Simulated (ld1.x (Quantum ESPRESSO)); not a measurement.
## u(r) = r·R(r): atom against pseudo-atom (carbon (C))

Columns: radius, all-electron u(r) and pseudo u(r) of the 2p shell (level -10.72 eV) of carbon in the configuration [He] 2s2 2p1.5; PBE, non-relativistic, TM scheme, ld1.x (Quantum ESPRESSO) 7.5.

```tsv
r (bohr)	all-electron	pseudo
0.113	0.0629	0.0224
0.225	0.1858	0.0862
0.338	0.3187	0.1848
0.450	0.4379	0.3045
0.563	0.5377	0.4331
0.675	0.6155	0.5542
0.788	0.6745	0.6575
0.900	0.7144	0.7333
1.013	0.7380	0.7801
1.125	0.7473	0.7987
1.238	0.7451	0.7946
1.350	0.7339	0.7744
1.463	0.7155	0.7441
1.575	0.6920	0.7096
1.688	0.6645	0.6735
1.800	0.6348	0.6385
1.913	0.6032	0.6042
2.025	0.5711	0.5713
2.138	0.5386	0.5386
2.250	0.5067	0.5067
2.363	0.4752	0.4752
2.475	0.4449	0.4449
2.588	0.4156	0.4156
2.700	0.3877	0.3877
2.813	0.3610	0.3610
2.925	0.3359	0.3359
```

How many radial nodes do the two functions have?

The all-electron 2p function has n − l − 1 = 0; the pseudo-wave has 0.

At about which radius was the pseudo-wave matched?

2.25 bohr. The columns agree to 0.0005 from 2.02 bohr on; several derivatives are matched, so the curves merge somewhat inside the radius.

Is the pseudo-wave norm-conserving?

Yes: the TM scheme keeps the norm inside the radius equal to the all-electron one, which fixes the energy derivative of the logarithmic derivative at the level.
